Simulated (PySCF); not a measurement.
Bonds (- single, = double, # triple, : aromatic): O1=C2, C2-O3, C2-C4, C4-C5, C5-C6, C6-N7, N7-Si8, C6-C9, C9-C4. O3 carries H10; C4 carries H11; C5 carries H12, H13; C6 carries H14; N7 carries H15; Si8 carries H16, H17, H18; C9 carries H19, H20. Stereochemistry as in O=C(O)[C@H]1C[C@H](N[SiH3])C1. H13, H20 are cis to C2 on the ring; H12, H19 are trans to C2 on the ring.

[PySCF 2.14.0 with density-fitted response routines: NMR shieldings at PBE0/pcSseg-1/GIAO; geometry from GFN2-xTB; in vacuum; single conformer; rapidly exchanging positions averaged; non-relativistic]

Referencing at the same level of theory: ¹³C (σref 186.93), ¹H (σref 31.72), ²⁹Si (σref 349.16) against TMS; ¹⁷O (σref 336.08) vs H2O; ¹⁵N (σref 267.73) against NH3.

```tsv
atoms	nucleus	count	δ (ppm)
H10	¹H	1	5.92
C4	¹³C	1	?
O3	¹⁷O	1	200.5
H15	¹H	1	?
Si8	²⁹Si	1	-60.1
H13/H20	¹H	2	?
C5/C9	¹³C	2	40.3
C2	¹³C	1	180.5
H16/H17/H18	¹H	3	4.62
H11	¹H	1	?
H14	¹H	1	3.58
O1	¹⁷O	1	?
N7	¹⁵N	1	50.5
C6	¹³C	1	50.5
H12/H19	¹H	2	1.91
```

Problem. Fill in the missing shifts.

Solution. 
- C4: 32.6 ppm, sp3 CH α to a carbonyl; the adjacent C=O deshields it moderately
- H13/H20: 2.87 ppm, hydrogen on an sp3 CH2 in a ring
- H11: 2.83 ppm, hydrogen on an sp3 CH α to a carbonyl; α to C=O
- H15: -0.06 ppm, hydrogen on a nitrogen bonded to C, Si; exchangeable; this is the value without hydrogen bonding to other molecules
- O1: 448.4 ppm, carbonyl oxygen

OH/NH shifts are gas-phase values; hydrogen bonding in solution moves them, usually downfield. Shifts are as computed. Against solution values, carbons near 30 ppm lie about +3 ppm off and those near 130 ppm about +5 ppm. Of 1211 compounds with measured shifts, 218 miss one by over three times the rms of a fit or turn the order of signals round; such compounds aren't used in these exercises. In solution the two oxygens of a carboxylic acid exchange roles by proton transfer and give one 17O line. Hydrogen bonding in solution shields acid and N–H amide carbonyl oxygens by tens of ppm. Hydrogen bonding in solution deshields acid and N–H amide carbonyl carbons by as much as 10 ppm beyond these values. Unscaled 17O shifts of doubly bonded oxygen tend to come out too high, by tens of ppm or more. Experimental scales use liquid or dissolved standards, which lie at an offset from isolated NH3 (liquid NH3: subtract about 20 ppm) and H2O (liquid H2O: subtract about 36 ppm).
